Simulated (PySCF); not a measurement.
A GIAO shielding run with PySCF 2.14.0 with density-fitted response routines (density fitting, non-relativistic, gas phase) on SMILES O=[P@@H]1CC[C@H](C(F)(F)F)C1, C5H8F3OP:

```
$ OMP_NUM_THREADS=1 python probes_run.py task.json out

{"job": {"kind": "nmr", "xc": "PBE0", "basis": "pcSseg-1"}, "charge": 0, "multiplicity": 1}
O     -2.833785     0.070956    -1.413832
P     -1.973955    -0.119230    -0.248569
C     -1.138119     1.369439     0.452871
C      0.350288     1.138548     0.195808
C      0.605495    -0.365750     0.353876
C      2.021646    -0.735508    -0.055827
F      2.943022    -0.103199     0.688107
F      2.288738    -0.432253    -1.333083
F      2.257486    -2.049428     0.083159
C     -0.428706    -1.087598    -0.504829
H     -2.604957    -0.734574     0.832143
H     -1.344261     1.454089     1.519974
H     -1.507171     2.265138    -0.045607
H      0.598685     1.428504    -0.827813
H      0.973712     1.717958     0.878414
H      0.496048    -0.653530     1.404752
H     -0.535496    -2.140093    -0.243693
H     -0.177430    -1.017150    -1.567502
```

Hardware: 1 thread of an Arm Neoverse V1, shared host. The job also computes population analyses, field gradients, ring-centre shieldings.

Task: How large is the calculation?

Result: 88 electrons, 217 basis functions and 1148 auxiliary functions.

Task: How long does it take?

Result: 50 s of wall time, with 15 SCF cycles and 4 response iterations. Times on a shared host scatter by some tens of per cent.
